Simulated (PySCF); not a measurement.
Species: TiF3 (doublet state).
Bonds: Ti1–F2, Ti1–F3, Ti1–F4.

Computed by this run: PBE0-D3(BJ)/def2-SVP geometry optimisation, gas phase in PySCF 2.14.0; unrestricted, density fitting, grid level 1; the optimiser is geomeTRIC in internal coordinates, started from a GFN2-xTB structure with every atom displaced at random (about 0.03 Å).

Geometry at step 1:
```
atom  x, y, z in Å
Ti1     0.0361   -0.0163    0.0049
F2      1.7875   -0.0433    0.0095
F3     -0.8928    1.4917   -0.0437
F4     -0.8475   -1.5225   -0.0013
```

**Question.** Give the atomic forces at this geometry.

**Answer.** 
```csv
atom,Fx (eV/Å),Fy (eV/Å),Fz (eV/Å)
Ti1,-0.348,0.489,-0.024
F2,0.077,0.049,0.003
F3,0.321,-0.357,0.016
F4,-0.049,-0.182,0.006
```

The largest, 0.60 eV/Å, acts on Ti1; the rms over all components is 0.230 eV/Å. The forces sum to zero within rounding, as they must for an isolated molecule in no field.

**Question.** Give the force on Ti1 in Eh/bohr and in nN.

**Answer.** 0.601 eV/Å ÷ 51.422 = 0.01169 Eh/bohr, and 0.601 eV/Å × 1.602 = 0.96 nN.

**Question.** How far is this geometry from the end of the optimisation?

**Answer.** 0.009 eV above it, and 0.029 Å rms away after alignment. The bonds farthest from their final lengths, with half the difference of the two atoms' forces along the bond (positive lengthens):

| bond | now (Å) | final (Å) | force along bond (eV/Å) |
| --- | --- | --- | --- |
| Ti1–F3 | 1.772 | 1.754 | -0.54 |
| Ti1–F4 | 1.746 | 1.755 | +0.21 |
| Ti1–F2 | 1.752 | 1.754 | +0.22 |

The angle farthest from its final value is F2–Ti1–F3, 122.5° against 119.7°.

What follows is the cost of the whole optimisation. The run took 31 s on an Intel Xeon 6975P-C with one thread, on a shared host, and the process peaked at 0.31 GiB of memory.
